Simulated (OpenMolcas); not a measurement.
# Eu2+ in BaF2: curves along the breathing mode

Eu2+ with its 8 nearest fluoride ions, on the Ba site of BaF2 (a = 6.2001 Å, distance in the model lattice 2.685 Å). The rest of the host is ab initio model potentials to 7.6 Å and point charges beyond; the distance is set by hand and nothing relaxes. Ligand basis ANO-RCC-VDZP.

```json
{"Program": "OpenMolcas 26.06", "Method": "CASSCF", "Basis": "ANO-RCC-VDZP [7s6p4d2f1g]", "Scalar Hamiltonian": "DKH2, point nucleus", "Active space": "7 electrons in 7 orbitals (4f)", "State averaging": "2S+1 = 8 odd, 1 root; 2S+1 = 6 odd, 21 roots kept (CI in the orbitals of an earlier block)", "Spin-orbit coupling": "RASSI with atomic mean-field integrals over the reference wave functions"}
```

Spin-free energies (labels of O, the rotations of Oh) in cm-1 above the lowest fitted minimum, as all ligands move together:

| R (Å) | 8A1 | 6T1 | 6E | 6T2 | 6A2 | 6T2(2) | 6E(2) |
| --- | --- | --- | --- | --- | --- | --- | --- |
| 2.432 | 6200 | 43220 | 45810 | 45810 | 45820 | 45890 | 50670 |
| 2.489 | 2160 | 39220 | 41800 | 41800 | 41810 | 41870 | 46660 |
| 2.546 | 250 | 37340 | 39920 | 39920 | 39930 | 39980 | 44780 |
| 2.604 | 220 | 37330 | 39910 | 39910 | 39920 | 39970 | 44770 |
| 2.661 | 1840 | 38970 | 41540 | 41550 | 41550 | 41590 | 46410 |
| 2.718 | 4900 | 42040 | 44620 | 44620 | 44630 | 44660 | 49480 |
| 2.775 | 9240 | 46400 | 48970 | 48980 | 48980 | 49010 | 53840 |

Cubic fits give the following; the wavenumber is harmonic, with the mass of all moving ligands, small differences in it between states hang on the degree of the fit, a number in brackets counts states of one label, and the table is a selection of at most 14 states with clean curves.

```json
{"State": "8A1", "R0 (Å)": "2.576", "Breathing mode (cm-1)": "347", "Minimum (cm-1)": "0"}
{"State": "6T1", "R0 (Å)": "2.575", "Breathing mode (cm-1)": "347", "Minimum (cm-1)": "37100"}
{"State": "6E", "R0 (Å)": "2.575", "Breathing mode (cm-1)": "347", "Minimum (cm-1)": "39670"}
{"State": "6T2", "R0 (Å)": "2.575", "Breathing mode (cm-1)": "347", "Minimum (cm-1)": "39680"}
{"State": "6A2", "R0 (Å)": "2.575", "Breathing mode (cm-1)": "347", "Minimum (cm-1)": "39690"}
{"State": "6T2(2)", "R0 (Å)": "2.576", "Breathing mode (cm-1)": "347", "Minimum (cm-1)": "39730"}
{"State": "6E(2)", "R0 (Å)": "2.575", "Breathing mode (cm-1)": "347", "Minimum (cm-1)": "44540"}
{"State": "6T2(3)", "R0 (Å)": "2.575", "Breathing mode (cm-1)": "347", "Minimum (cm-1)": "44590"}
```

For an f ion spin-orbit coupling outweighs the ligand field, so these spin-free curves are not those of observable levels.

No quartet enters the spin-orbit mixing, so the splitting and order within the octet and the sextets are unsound, and g values and χT are rough. A group larger than the point group allows holds several states that coincide in this model. No measured value stands beside these numbers.
